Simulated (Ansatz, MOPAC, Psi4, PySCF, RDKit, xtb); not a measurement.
Pair of molecules: H2O (SMILES O) (first 3 atoms) with CHN (SMILES C#N); geometry from B3LYP-D3(BJ)/def2-TZVP, rigid monomers moved along the line of their centres of mass till O1···H6 is 2.81 Å.
(charge 0, multiplicity 1):
```xyz
6

O     -0.08341    -0.07771    -0.10327
H      0.70905    -0.23245    -0.62767
H     -0.82821    -0.23088    -0.69383
C     -0.25248    -0.30682     3.77579
N     -0.30142    -0.39359     4.91852
H     -0.20643    -0.22859     2.70244
```

| level | interaction energy (meV) | minus CCSD(T)/CBS(aug-cc-pVDZ, aug-cc-pVTZ) |
|---|---|---|
| MMFF94 | -157.3 | -16.9 |
| UFF | -7.7 | 132.7 |
| GFN-FF | -97.8 | 42.6 |
| AM1 | -79.4 | 61.1 |
| PM3 | -75.2 | 65.2 |
| PM7 | -103.7 | 36.7 |
| GFN1-xTB | -76.8 | 63.6 |
| GFN2-xTB | -107.0 | 33.4 |
| HF/STO-3G (no counterpoise) | -93.9 | 46.6 |
| HF/3-21G (no counterpoise) | -258.6 | -118.2 |
| HF/6-31G* (no counterpoise) | -183.5 | -43.1 |
| HF/aug-cc-pVDZ | -145.1 | -4.7 |
| HF/aug-cc-pVTZ | -144.6 | -4.2 |
| PBE-D3(BJ)/def2-TZVPPD | -142.5 | -2.0 |
| PBE-D4/def2-TZVPPD | -142.1 | -1.7 |
| r2SCAN/def2-TZVPPD | -132.0 | 8.4 |
| r2SCAN-D3(BJ)/def2-TZVPPD | -136.7 | 3.7 |
| r2SCAN-D4/def2-TZVPPD | -136.1 | 4.3 |
| B3LYP/3-21G (no counterpoise) | -274.5 | -134.1 |
| B3LYP/6-31G* (no counterpoise) | -185.8 | -45.4 |
| B3LYP/6-311+G** (no counterpoise) | -154.3 | -13.9 |
| B3LYP/def2-TZVPPD | -127.8 | 12.6 |
| B3LYP-D3(BJ)/def2-TZVPPD | -141.2 | -0.8 |
| B3LYP-D4/def2-TZVPPD | -140.5 | -0.1 |
| PBE0/def2-TZVPPD | -137.8 | 2.6 |
| PBE0-D3(BJ)/def2-TZVPPD | -146.9 | -6.5 |
| PBE0-D4/def2-TZVPPD | -146.3 | -5.9 |
| M06-2X/6-31G* (no counterpoise) | -187.5 | -47.0 |
| wB97X-V/def2-TZVPPD | -144.6 | -4.2 |
| wB97M-V/def2-TZVPPD | -141.2 | -0.8 |
| MP2/6-31G* | -158.4 | -18.0 |
| MP2/6-31G* (no counterpoise) | -193.0 | -52.6 |
| MP2/aug-cc-pVTZ | -138.6 | 1.8 |
| MP2/CBS(aug-cc-pVDZ, aug-cc-pVTZ) | -139.6 | 0.8 |
| SCS-MP2/aug-cc-pVDZ | -132.1 | 8.3 |
| SCS-MP2/aug-cc-pVTZ | -134.0 | 6.4 |
| CCSD/aug-cc-pVTZ | -138.9 | 1.5 |
| CCSD(T)/aug-cc-pVDZ | -135.8 | 4.6 |
| CCSD(T)/CBS(aug-cc-pVDZ, aug-cc-pVTZ) | -140.4 | 0.0 |
| SAPT0/jun-cc-pV(D+d)Z | -164.3 | -23.9 |

 The comparison column counts from a level with limits of its own.

The rows run from -274.5 (B3LYP/3-21G (no counterpoise)) to -7.7 meV (UFF). The dispersion term adds -4.7 in r2SCAN-D3(BJ), -4.1 in r2SCAN-D4, -13.5 in B3LYP-D3(BJ). The 5 functionals in def2-TZVPPD without D3 or D4 span 16.8, from wB97X-V to B3LYP.

Interaction energies are E(AB) − E(A) − E(B) at the monomers' geometry in the complex; basis-set methods are counterpoise corrected. Rows marked so take none. RDKit's UFF carries no charges.

Correlated levels freeze the cores. CBS: X⁻³ extrapolation of the correlation energy, Hartree–Fock from the larger set. Rows in 3-21G, 6-311+G**, 6-31G*, STO-3G carry no dispersion term and start afresh at each structure (6-31G* with six Cartesian d functions). MP2/6-31G* freezes PySCF's default core. The state that AM1, PM3, PM7 reach isn't checked; PM7 holds dispersion and hydrogen-bond terms.

The values were computed with Ansatz (Gaussian orbitals); MOPAC for AM1, PM3, PM7 (differences of heats of formation); Psi4 for SAPT; PySCF for 3-21G rows, 6-311+G** rows, 6-31G* rows, STO-3G rows, the dispersion terms; RDKit for the force fields; xtb for the GFN methods.

Ansatz is a first-principles code.
